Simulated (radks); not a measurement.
Spin polarisation of the 3p3 shell in Cl2+. Start: [Ne] 3s2 3p(up 1.5, down 1.5); electrons of 3p are moved from spin down to spin up, other shells keep equal spins. All-electron calculation, scalar-relativistic Kohn-Sham, r2SCAN, spin-polarised, spherical densities, finite nucleus; meta-GGA in the generalised Kohn-Sham scheme; Fermi nuclear charge, rms radius of each element as measured or else 0.836 A^(1/3) + 0.57 fm. Program: a radial shooting solver on a logarithmic mesh with Libxc functionals.

| moment (Bohr magnetons) | E - E(0) (eV) | e(3p up) (eV) | e(3p down) (eV) | 3s down minus up (eV) | 2p down minus up (eV) | 2s down minus up (eV) |
|---|---|---|---|---|---|---|
| 0 | 0.000 | -31.873 | -31.873 | 0.000 | 0.000 | 0.000 |
| 0.75 | -0.227 | -32.444 | -31.229 | 1.282 | 0.242 | 0.120 |
| 1.5 | -0.914 | -32.947 | -30.490 | 2.587 | 0.486 | 0.242 |
| 2.25 | -2.080 | -33.388 | -29.605 | 3.970 | 0.727 | 0.360 |
| 3 | -3.764 | -33.765 | -28.603 | 5.494 | 0.965 | 0.473 |

At moment 3 the spin-polarisation energy is -3.764 eV and the 3p exchange splitting 5.162 eV, that is 1.721 eV per Bohr magneton; E = -I m^2/4 would give I = 1.673 eV.
